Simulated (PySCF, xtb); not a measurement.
F2H4O3Si2, SMILES [Si](O)(O)(O)[SiH](F)F.

xtb with GFN2-xTB at its own geometry gives an orbital gap of 5.29 eV and a dipole moment of 2.83 D.

Geometry optimised at PBE0-D3(BJ)/def2-SVP. The structure was generated by enumeration, and PubChem lists no compound with its InChIKey, so it may never have been made. One conformer was computed; it need not be the lowest.

Task: What does CAM-B3LYP/def2-TZVP (PySCF) give? (An estimate is asked for; the answer gives what the named calculation found.)

Result: gap 10.29 eV (levels -9.77 and 0.52 eV), dipole 1.79 D.
